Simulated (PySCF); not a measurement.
C₄H₁₁ClSi₂.
Geometry (PBE0-D3(BJ)/def2-SVP, Å), atoms numbered from 1 in this order:
```xyz
18
C4H11ClSi2 angstrom
Cl     1.8371   -1.7559   -1.4362
C      2.5278   -0.5138   -0.3384
Si     1.1030    0.5093    0.3961
C     -0.1600   -0.6195    1.2678
C     -1.5877   -0.1862    0.8977
C     -1.7576    0.0001   -0.6176
Si    -0.4304    1.2263   -1.2215
H      3.1130   -1.0381    0.4317
H      3.2182    0.1033   -0.9307
H      1.6877    1.5511    1.3006
H     -0.0150   -0.6515    2.3590
H      0.0255   -1.6395    0.8870
H     -1.8279    0.7629    1.4108
H     -2.3170   -0.9230    1.2763
H     -1.5837   -0.9600   -1.1344
H     -2.7780    0.3254   -0.8752
H     -0.0451    1.0558   -2.6545
H     -0.8756    2.6414   -1.0108
```

Computed at PBE0/pcSseg-1 (PySCF, non-relativistic), with Q(35Cl) = −0.0817 b: Cl1, 35Cl (I = 3/2): χzz = -77.21 MHz, η = 0.025.

(1) Find the zero-field quadrupole resonance frequencies of 35Cl at Cl1.

(2) Apply the simplest Townes–Dailey estimate (no s hybridisation, no π bonding), ionic character = 1 − χzz/χ0, where χ0 is the coupling for one missing p electron along the bond: −109.74 MHz for 35Cl.

Answers

(1) From ν = (|χ|/2)√(1 + η²/3): ν = 38.61 MHz (alkyl chlorine). For 37Cl the ratio of quadrupole moments, 0.7881, gives 30.43 MHz.

(2) Cl1 on C2: 1 − (-77.21)/(-109.74) = 0.30. In this model a purely covalent bond gives χ0 and a free halide ion gives zero; s hybridisation or π bonding, where present, is counted here as ionic character.

In a crystal, neighbours and librations shift these lines. Geometry: PBE0-D3(BJ)/def2-SVP, one conformer, isolated molecule. The basis is small and wasn't made for field gradients, so the couplings can be 20 % off.
